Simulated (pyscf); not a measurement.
H₃Si–PH• (SMILES [SiH3][PH]) -> •H₂Si–PH₂ (SMILES [SiH2]P), a hydrogen shift (doublet surface; H–Si broken, H–P formed). Single points on ωB97X-D3(BJ)/def2-SVP structures (PySCF, gas phase). MP2 and CC: frozen core, UHF for open shells. ΔMP2 is the change of the MP2 total energy from the triple- to the quadruple-zeta basis. Energies in kcal/mol from the reactant's lowest minimum found.

Small-basis levels: PySCF, no dispersion term, spherical d functions. Open shells are spin-unrestricted. 

### Question
Quick BP86/6-31G* single points give ΔE‡ = 29.8 kcal/mol and ΔE = +5.3 kcal/mol. What does CCSD(T)/def2-TZVPP + ΔMP2(QZVPP) give, and how far is the quick result from it?

### Answer
CCSD(T)/def2-TZVPP + ΔMP2(QZVPP) gives ΔE‡ = 32.9 kcal/mol and ΔE = +7.4 kcal/mol. BP86/6-31G* lies 3.1 kcal/mol under it in the barrier and 2.1 kcal/mol under it in the reaction energy, so on this step it does not hold to within 3.0 kcal/mol. CCSD(T)/def2-TZVPP + ΔMP2(QZVPP) has limits of its own. This is the saddle that the search found; another between the same sides may lie lower. The CCSD(T) − MP2 part came from Ansatz, without density fitting, on the same reference.
